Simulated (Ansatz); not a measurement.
Harmonic frequencies (cm⁻¹) at PBE0-D4/def2-TZVP from Ansatz: 136, 230, 266, 404, 416, 560, 605, 678, 824, 935, 1282, 2298.

Task: Which molecule is it?
A. `OC(F)(Br)[TeH]`
B. `N=C(F)C=O`
C. `C#C[O][SbH2]`
D. `F[SiH]1SC1=S`

Result: D.
